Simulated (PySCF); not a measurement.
Open-shell species derived from `c1cc2c(cn1)COC2`. All by UKS B3LYP (pcH-1 on C H N O) in PySCF, non-relativistic with spin–orbit coupling as a perturbation, on GFN2-xTB geometries; isolated species, one conformer each; SCF stability not tested; anions may not bind their extra electron in the gas phase. Couplings are magnitudes for isotopes of over 50 % abundance, averaged over nuclei equivalent by connectivity (but not across a short bond from an atom whose three angles sum to over 350°); populations are Mulliken's. A GFN2-xTB geometry isn't a minimum of the functional, and hyperfine couplings can be far from their values at a DFT geometry, by a factor of two or more for some ions and for spin on atoms past the first row.

```json
{"species": "[CH]1[CH-]N=CC2=C1COC2 (charge -1 and doublet state)", "change": "electron added", "⟨S²⟩": "0.761", "g1": "2.0021", "g2": "2.0033", "g3": "2.0037", "largest spin population on": "carbon bonded to 3 C (0.40)", "largest couplings": "2 × 1H 49 MHz, 1 × 1H 18 MHz, 1 × 14N 15 MHz, 1 × 1H 12 MHz, and 1 smaller"}
{"species": "[CH]1NC=CC2=C1COC2", "change": "H added to N", "⟨S²⟩": "0.770", "g1": "2.0021", "g2": "2.0029", "g3": "2.0035", "largest spin population on": "carbon bonded to 3 C (0.49)", "largest couplings": "2 × 1H 52 MHz, 1 × 1H 24 MHz, 1 × 14N 18 MHz, 1 × 1H 18 MHz, and 3 smaller"}
```

Task: Predict the same entries for `[CH]1[CH+]N=CC2=C1COC2` [radical] (charge +1) (electron removed).

Result: ⟨S²⟩: 0.756; g1: 2.0030; g2: 2.0041; g3: 2.0070; largest spin population on: nitrogen bonded to 2 C (0.32); largest couplings: 2 × 1H 160 MHz, 2 × 1H 124 MHz, 1 × 14N 62 MHz, 1 × 1H 33 MHz, and 2 smaller. Largest spin populations (Mulliken): N3 (+0.32), O8 (+0.23), C5 (+0.15) and H16 (+0.07). (Numbering: [CH:1]1[CH+:2][N:3]=[CH:4][C:5]2=[C:6]1[CH2:7][O:8][CH2:9]2 (hydrogens: H10 on C1; H11 on C2; H12 on C4; H13, H14 on C7; H15, H16 on C9).)

Task: Which has the highest and which the lowest g_iso, and which the widest g anisotropy?

Result: Highest: [CH]1[CH+]N=CC2=C1COC2 (charge +1 and doublet state) (2.0047, largest spin population on nitrogen bonded to 2 C). Lowest: [CH]1NC=CC2=C1COC2 (2.0028, largest spin population on carbon bonded to 3 C). Widest: [CH]1[CH+]N=CC2=C1COC2 (charge +1 and doublet state), g3 − g1 = 0.0040, which alone would spread the powder pattern at 94 GHz over 6.7 mT.

Task: How many first-order lines does each doublet give under fast tumbling, over what width, and where is its centre at 9.5 GHz?

Result: 
| species | lines | width (mT) | centre (mT) |
| --- | --- | --- | --- |
| [CH]1[CH+]N=CC2=C1COC2 (charge +1 and doublet state) | 216 | 27.2 | 338.59 |
| [CH]1[CH-]N=CC2=C1COC2 (charge -1 and doublet state) | 108 | 6.1 | 338.86 |
| [CH]1NC=CC2=C1COC2 | 432 | 7.5 | 338.89 |

Splittings under 0.05 mT aren't counted.

The drawing needn't show where the spin sits: the atom drawn as the radical centre holds a spin population of 0.00 in [CH]1[CH+]N=CC2=C1COC2 (charge +1 and doublet state), 0.17 in [CH]1[CH-]N=CC2=C1COC2 (charge -1 and doublet state) and 0.33 in [CH]1NC=CC2=C1COC2.
